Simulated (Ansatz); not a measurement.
Na3Cl2, relaxed as a doublet with UKS PBE0-D4/def2-SVP in Ansatz, starting from the GFN1-xTB geometry. Force threshold 0.02 eV/Å.

The relaxation made no stability test and no search for a lower SCF solution. The structure comes from a short search, and lower isomers may exist.

Start:

```
atom   x (Å)   y (Å)   z (Å)
 Na1  -1.145   0.290  -1.041
 Na2   1.043   0.518   1.015
 Na3   0.653  -2.537  -0.373
 Cl4  -1.373  -0.139   1.466
 Cl5   0.822   1.868  -1.067
```

| step | energy (eV) | largest force component (eV/Å) | SCF passes |
| --- | --- | --- | --- |
| 1 | -38270.3272 | 0.393 | 13 |
| 2 | -38270.4693 | 0.389 | 20 |
| 3 | -38270.6096 | 0.286 | 20 |
| 4 | -38270.7129 | 0.358 | 20 |
| 5 | -38270.7830 | 0.167 | 20 |
| 6 | -38270.8050 | 0.139 | 17 |
| 7 | -38270.8413 | 0.094 | 22 |
| 8 | -38270.8688 | 0.095 | 21 |
| 9 | -38270.8895 | 0.107 | 21 |
| 10 | -38270.9031 | 0.104 | 21 |
| 11 | -38270.9041 | 0.126 | 21 |
| 12 | -38270.9177 | 0.039 | 23 |
| 13 | -38270.9203 | 0.013 | 22 |
| 14 | -38270.9209 | 0.015 | 23 |
| 15 | -38270.9214 | 0.020 | 23 |
| 16 | -38270.9217 | 0.012 | 24 |

Force components are those of the run's own axes.

End:

| atom | x (Å) | y (Å) | z (Å) |
| --- | --- | --- | --- |
| Na1 | -1.495 | 1.182 | -1.004 |
| Na2 | 1.356 | 0.317 | 0.476 |
| Na3 | 0.508 | -2.933 | 1.047 |
| Cl4 | -1.028 | -0.963 | 0.288 |
| Cl5 | 0.659 | 2.397 | -0.806 |

Bonds lost: Na1–Na3 (atoms count from 1). Bonds formed: Na3–Cl4 (atoms count from 1). The end is the same structure that another start reached, the lowest one found.

The force fell under the threshold at step 13, but the optimiser went on. No frequencies were taken in this run, so the end may be a saddle point.

Run time 21 s (4 threads of Arm Neoverse V2 on a shared host).
